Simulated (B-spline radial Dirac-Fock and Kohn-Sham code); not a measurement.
Level of theory: Dirac-Fock (average of configuration) total-energy differences with a finite nucleus, the Breit interaction including its frequency dependence, and self-energy and vacuum-polarisation corrections; an atomic code on a B-spline grid. Correlation and solid-state effects are left out.

Q: Identify the element and charge state from the binding energies below (tabulated ground configuration; the least bound level is included).

| level | binding energy (eV) |
| --- | --- |
| L1 | 8829.8 |
| L3 | 7749.7 |
| M2 | 2367.5 |
| M3 | 2232.3 |
| N2 | 952.5 |
| N3 | 916.0 |
| N4,5 | 790.8 |

A: Eu²⁴⁺: Z = 63 with 39 electrons, [Kr] 4d3.

Values without a named source are computed, but for edge energies of neutral atoms, which are taken from tables.
